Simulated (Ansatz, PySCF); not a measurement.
Gas-phase reaction (SMILES): OB(O)Br + 3 [H][H] (H2) → B (BH3) + Br (HBr) + 2 O (H2O); energy of full hydrogenation.

Geometries: B3LYP-D3(BJ)/def2-TZVP minima from Ansatz (a program for electronic structure), one conformer each, not searched for the lowest. Valence correlation only, unless marked. Spin-orbit coupling is left out. The frozen core is the preceding noble-gas configuration, with the filled d and f shells of earlier blocks. No relativistic terms. CBS(X,Y): correlation extrapolated as X^-3; Hartree-Fock from the larger set (for Q and 5 zeta extrapolated as (X+1)exp(-9√X)). Thermal terms are rigid-rotor harmonic-oscillator values from B3LYP-D3(BJ) frequencies (Ansatz or PySCF) at 298.15 K and 1 atm. 1 Eh = 627.5095 kcal/mol.

| species | E, CCSD(T)/CBS(cc-pVQZ,cc-pV5Z) (Ansatz) (Eh) | E, PBE/def2-TZVPD (Ansatz) (Eh) | H - E (Eh) |
|---|---|---|---|
| OB(O)Br | -2749.17540 | -2750.30126 | 0.04011 |
| [H][H] (H2) | -1.17453 | -1.16589 | 0.01336 |
| B (BH3) | -26.54862 | -26.55229 | 0.03008 |
| Br (HBr) | -2573.28264 | -2574.36895 | 0.00927 |
| O (H2O) | -76.37670 | -76.38111 | 0.02495 |

### Question
Work out ΔE and ΔH at 298.15 K at the first level, then ΔH at the second.

### Answer

1. ΔE = [(-26.54862) + (-2573.28264) + 2×(-76.37670)] - [(-2749.17540) + 3×(-1.17453)] = 0.11433 Eh = 71.7 kcal/mol at CCSD(T)/CBS(cc-pVQZ,cc-pV5Z).
2. The terms H - E add up to 0.00906 Eh, so ΔH = (0.11433 + (0.00906))×627.5095 = 77.4 kcal/mol.
3. At PBE/def2-TZVPD the same steps give ΔE = 72.5 and ΔH = 78.1 kcal/mol, a shift of +0.7 from the first level.
4. These values are not checked against measurement here, since the tables used lack a sound gas-phase enthalpy of formation for at least one species.
